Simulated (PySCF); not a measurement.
**Ionisation energy of Ta⁵⁵⁺ by level of theory**

Ta⁵⁵⁺ [Ar] → Ta⁵⁶⁺ [Ne] 3s2 3p5 [3p1/2^2 3p3/2^3, M_J = 3/2], as a difference of total energies. Calculation: PySCF 2.14, in an uncontracted even-tempered set (18 s from 16 bohr⁻², ratio 2.4; 14 p from 21 bohr⁻², ratio 2.4; 4 d from 76 bohr⁻², ratio 2.6; 4 f from 110 bohr⁻², ratio 2.6); the two-component X2C-1e Hamiltonian. Correlated levels: 1s2 frozen; the 48 highest virtual spinors dropped. "Screened" scales the spin-orbit matrix elements by Boettger's factors to mimic the two-electron term; Breit and QED terms are absent.

```tsv
method	ionisation energy (eV)
GHF (spin-free)	5637.3
GMP2 (spin-free)	5638.3
GHF (screened spin-orbit)	5540.4
GMP2 (screened spin-orbit)	5541.4
```

Breit and QED terms and the two-electron picture change are absent.

The spin-free rows lack the spin-orbit shift.

For comparison: 5537 ± 5 eV (theoretical estimate listed by NIST; NIST Atomic Spectra Database, ionization energies).
